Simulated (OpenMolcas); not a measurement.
An atom or ion with 42 electrons was computed by SS-CASPT2, IPEA 0.25 Eh, imaginary shift 0.1 Eh with spin-orbit coupling (OpenMolcas, ANO-RCC-VTZP, DKH2). The lowest levels that the run gave, each within 12 % of the measured value where one is at hand:

```json
{"J": "4", "Parity": "even", "E (cm-1)": "0.0", "g": "1.498"}
{"J": "3", "Parity": "even", "E (cm-1)": "1156", "g": "1.499"}
{"J": "2", "Parity": "even", "E (cm-1)": "1844", "g": "1.499"}
{"J": "1", "Parity": "even", "E (cm-1)": "2290", "g": "1.500"}
{"J": "0", "Parity": "even", "E (cm-1)": "2510", "g": ""}
{"J": "2", "Parity": "even", "E (cm-1)": "15740", "g": "1.490"}
{"J": "4", "Parity": "even", "E (cm-1)": "16110", "g": "0.985"}
{"J": "6", "Parity": "even", "E (cm-1)": "16140", "g": "1.163"}
{"J": "5", "Parity": "even", "E (cm-1)": "16390", "g": "1.062"}
{"J": "4", "Parity": "even", "E (cm-1)": "17800", "g": "1.051"}
{"J": "3", "Parity": "even", "E (cm-1)": "17850", "g": "1.029"}
{"J": "2", "Parity": "even", "E (cm-1)": "18380", "g": "0.675"}
```

Task: Which ion is it, and what are the configurations and terms?

Result: Ru²⁺ (Z = 44, charge +2; active space 6 electrons in 5 orbitals (4d)). J, parity and g give the terms where levels are pure, and mixed ones are named by the computed weights; the size of the splittings, set against known spectra of the 42-electron sequence, gives the charge. In order, with the measured energies in cm-1 (Moore, Atomic Energy Levels, vol. III, NSRDS-NBS 35 (1971 reprint of NBS Circular 467, 1958)): 4d6 5D4, 4d6 5D3 (1159), 4d6 5D2 (1826), 4d6 5D1 (2266), 4d6 5D0 (2476), 4d6 3P2(1), 4d6 3H4 [47 %], 4d6 3H6, 4d6 3H5, 4d6 3F4(1) [54 %], 4d6 3F3(1), 4d6 3F2(1).

CASPT2 does not keep the components of a term degenerate, so their means are used; among the terms shown or strongly mixed into the levels shown the widest spread is 94 cm-1 (4d6 3F(1)). Levels of configurations with an s electron are missing; early in the row they begin among the upper levels of the d shell and mix with terms of their name. Measured partners are found by configuration, term and J. A level has none where our copy of the source lacks it or the pairing is in doubt (some pairs that miss far off the trend of their configuration count as doubtful), and it then counts in no deviation. Only configurations of the active space appear.

A share in square brackets marks a mixed level and gives the weight of the term that names it. A number in round brackets counts repeated terms of one configuration in the order of the reference energies.
